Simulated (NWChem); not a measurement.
# C5H8; SMILES C=CC1CC1

```xyz
13

C     -0.1166     2.2405     0.0000
C      0.3767     0.9993     0.0000
C     -0.4218    -0.2395     0.0000
C      0.0765    -1.4540    -0.7461
C      0.0765    -1.4540     0.7461
H     -1.1953     2.4266     0.0000
H      0.5405     3.1133     0.0000
H      1.4664     0.8606     0.0000
H     -1.5057    -0.0837     0.0000
H      1.0351    -1.3683    -1.2659
H     -0.6620    -2.0671    -1.2691
H      1.0351    -1.3683     1.2659
H     -0.6620    -2.0671     1.2691
```
Atoms are numbered in this order, from 1.

All runs: NWChem. Pople sets run with spherical d functions. Geometry: optimised at PBE0/def2-SVP.

Order these by “orbital gap (eV)”, lowest first: B3LYP/6-311++G**; B3LYP/3-21G; B3LYP/6-31G*; B3LYP/def2-SVPD; B3LYP/STO-3G.

B3LYP/6-311++G** (6.59), B3LYP/def2-SVPD (6.78), B3LYP/6-31G* (7.03), B3LYP/3-21G (7.20), B3LYP/STO-3G (8.16)
